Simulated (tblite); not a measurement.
Species: C3H6O2Si.
Structure used (GFN2-xTB), in Å, numbered top down from 1:
```xyz
12
C3H6O2Si angstrom
C      2.2647    1.2019   -0.9587
C      1.5753    0.3965   -0.3924
Si     0.4621   -0.8077    0.4884
O      0.7287   -2.3400    0.0426
O     -1.0862   -0.5135    0.0719
C     -1.7966    0.6760    0.2105
H      2.8793    1.8967   -1.4563
H      0.7072   -0.7612    1.9237
H      0.2470   -2.7178   -0.6888
H     -2.7587    0.5542   -0.2890
H     -1.9655    0.9042    1.2659
H     -1.2561    1.5103   -0.2437
```

All values are computed: GFN2-xTB (tblite) harmonic vibrations without scaling, gas phase. Errors from tens to a few hundred cm⁻¹ against measured bands are possible. Modes of hydrogen on silicon can be 10 to 20 % off. One conformer, not necessarily the lowest.

Harmonic wavenumbers (cm⁻¹): 72.6, 94.5, 139.0, 143.7, 166.5, 191.8, 277.1, 338.4, 341.5, 620.7, 659.2, 678.5, 687.3, 699.9, 758.5, 833.1, 930.2, 1141.0, 1147.2, 1163.5, 1421.7, 1483.7, 1491.2, 2213.6, 2291.4, 2946.4, 2959.7, 2989.7, 3351.3, 3670.0.

A = 3365, B = 2486, C = 1551 MHz; mass 102.014 u (most abundant isotopes); point group C1, symmetry number 1.

**Question.** What is the zero-point energy?

**Answer.** ½Σν̃ = 17951 cm⁻¹ = 51.33 kcal/mol.

**Question.** What is S at 500 K and 1 bar for an ideal gas of classical rigid rotors and harmonic oscillators?

**Answer.** Translation 42.37, rotation 29.15, vibration 38.95: S = 110.5 cal/(mol K).

**Question.** And Cp and H(500 K) − H(0)?

**Answer.** Cp = 40.91 cal/(mol K), of which vibrations give 32.96 (their classical limit is 30 R = 59.6); H(500 K) − H(0) = 13.62 kcal/mol without the zero-point energy, 9.64 from vibrations.

**Question.** Which modes carry the vibrational entropy at 500 K?

**Answer.** 72.6 cm⁻¹: 5.10; 94.5 cm⁻¹: 4.58; 139.0 cm⁻¹: 3.82; 143.7 cm⁻¹: 3.76; 166.5 cm⁻¹: 3.47; 191.8 cm⁻¹: 3.19 cal/(mol K); the other 24 give 15.03 together.

**Question.** What must be added to the electronic energy to get the Gibbs energy at 500 K and 1 bar?

**Answer.** ZPE + [H(500 K) − H(0)] − T·S = 51.33 + 13.62 − 55.24 = 9.71 kcal/mol.

**Question.** Blend soft modes into free rotors: weight 1/[1 + (100 cm⁻¹/ν̃)⁴] for the oscillator and the rest for a rotor with moment μB/(μ + B), μ = h/(8π²ν), B = 10⁻⁴⁴ kg m². What vibrational entropy results?

**Answer.** 36.79 cal/(mol K) in place of 38.95, which changes −T·S at 500 K by +1.08 kcal/mol.

Hindered rotation and anharmonicity are outside this model. Other conformers, if any are populated, would add a mixing term that is left out. The structure is chiral; the term R ln 2 for an equal mix with its mirror image is left out.
